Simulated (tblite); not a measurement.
Compound: C3H6Si.
SMILES: `C=C1C[SiH2]1`

Calculated harmonic vibrations of the isolated species, GFN2-xTB (tblite), most abundant isotopes, no scaling. Errors from tens to a few hundred cm⁻¹ against measured bands are possible. Modes of hydrogen on silicon can be 10 to 20 % off.

Harmonic wavenumbers (cm⁻¹): 191.3, 294.1, 428.6, 449.0, 550.2, 605.3, 629.6, 717.0, 723.8, 755.5, 893.6, 955.7, 998.4, 1015.5, 1085.8, 1412.9, 1427.5, 1770.5, 2345.8, 2349.1, 3028.2, 3031.7, 3033.0, 3072.7.

A = 13084, B = 4509, C = 3576 MHz; mass 70.024 u (most abundant isotopes); point group Cs, symmetry number 1.

Task: What is the zero-point energy?

Result: Half the sum of the wavenumbers: 15882 cm⁻¹ = 45.41 kcal/mol.

Task: Entropy at 298.15 K, 1 bar (ideal gas, RRHO, classical rotation)?

Result: Translation 38.68, rotation 24.84, vibration 8.07: S = 71.6 cal/(mol K).

Task: And Cp and H(298.15 K) − H(0)?

Result: Cp = 21.90 cal/(mol K), of which vibrations give 13.95 (their classical limit is 24 R = 47.7); H(298.15 K) − H(0) = 3.97 kcal/mol without the zero-point energy, 1.60 from vibrations.

Task: Which modes carry the vibrational entropy at 298.15 K?

Result: 191.3 cm⁻¹: 2.22; 294.1 cm⁻¹: 1.45; 428.6 cm⁻¹: 0.86; 449.0 cm⁻¹: 0.80; 550.2 cm⁻¹: 0.54; 605.3 cm⁻¹: 0.44 cal/(mol K); the other 18 give 1.75 together.

Task: What must be added to the electronic energy to get the Gibbs energy at 298.15 K and 1 bar?

Result: ZPE + [H(298.15 K) − H(0)] − T·S = 45.41 + 3.97 − 21.34 = 28.04 kcal/mol.

Task: How do the functions run with temperature in this model?

Result: 
| T (K) | S (cal/(mol K)) | Cp (cal/(mol K)) | H − H(0) (kcal/mol) | G − H(0) (kcal/mol) | ln q(vib) |
| --- | --- | --- | --- | --- | --- |
| 150 | 60.1 | 12.6 | 1.41 | -7.60 | 0.28 |
| 250 | 68.0 | 19.0 | 2.99 | -14.01 | 0.94 |
| 400 | 78.8 | 27.1 | 6.48 | -25.03 | 2.35 |
| 600 | 91.3 | 34.4 | 12.69 | -42.07 | 4.53 |
| 900 | 106.6 | 41.2 | 24.10 | -71.84 | 7.78 |

q(vib) and H(0) count from the zero-point level.

Hindered rotation and anharmonicity are outside this model.
